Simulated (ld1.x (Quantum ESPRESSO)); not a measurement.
Before and after: PAW potential for Cl (Z = 17)

```json
{
  "Element": "Cl (Z = 17)",
  "Generator": "ld1.x (Quantum ESPRESSO) 7.5",
  "Type": "PAW",
  "Functional": "PBE",
  "Relativity": "scalar-relativistic",
  "Frozen core": "[Ne]",
  "Valence charge": "7",
  "Reference configuration": "3s2 3p3 (charge +2)",
  "Partial waves": "3s (bound): rcut 1.05, rcutus 1.30 bohr; 3s channel at -2.4 Ry: rcut 1.05, rcutus 1.30 bohr; 3p (bound): rcut 0.80, rcutus 1.10 bohr; 3p channel at -1.35 Ry: rcut 0.80, rcutus 1.10 bohr",
  "Local potential": "all-electron potential smoothed inside 0.95 bohr (lloc = -1)",
  "Core correction": "Bessel-smoothed model core inside 0.95 bohr",
  "Augmentation charge": "PSQ, inside the norm-conserving radii"
}
```

Change: waves 3s (bound): rcut 1.05, rcutus 1.68 bohr; 3s channel at -2.4 Ry: rcut 1.05, rcutus 1.68 bohr.

Cutoffs: the cutoffs (Ry, on a coarse ladder) from which the occupation-weighted sum of valence levels, in a spherical-Bessel basis at the reference potential, stays within 10 and 1 mRy of its value at 400 Ry; they do not see the model core or the augmentation charge, which bear on the density cutoff. Errors are all-electron minus pseudo energies relative to the spin-unpolarised reference configuration.

Predict the effect on cutoff, ghosts and configuration errors.

The potential gets softer (35 Ry and 55 Ry → 30 Ry and 50 Ry); of the 7 tests that both files solve, the error grows in 5 and shrinks in 2 by more than 15 % and 0.3 meV (median size 0.5 → 2.2 meV); neither file shows a bound ghost. A larger radius leaves more room for a smooth pseudo-wave, so fewer plane waves are needed.

```tsv
quantity	base	changed
cutoff, loose	35 Ry	30 Ry
cutoff, tight	55 Ry	50 Ry
loose cutoff by channel (10 mRy a level)	s 18 Ry, p 15 Ry	s 8 Ry, p 15 Ry
bound ghosts	none	none
error for 3s2 3p5, meV [ΔE -39.32 eV]	+0.5	+2.2
error for 3s2 3p4, meV [ΔE -25.45 eV]	+0.5	+1.4
error for 3s2 3p2, meV [ΔE 38.31 eV]	-8.3	-5.0
error for 3s1 3p5, meV [ΔE -12.74 eV]	+0.4	+1.1
error for 3s2 3p1, meV [ΔE 90.55 eV]	-41	-17
error for 3s2 3p5.3, meV [ΔE -41.46 eV]	+0.7	+2.5
error for 3s2 3p4.5, meV [ΔE -33.74 eV]	+0.4	+1.8
lowest overlap eigenvalue by channel	s 0.42, p 0.76	s 0.32, p 0.76
```
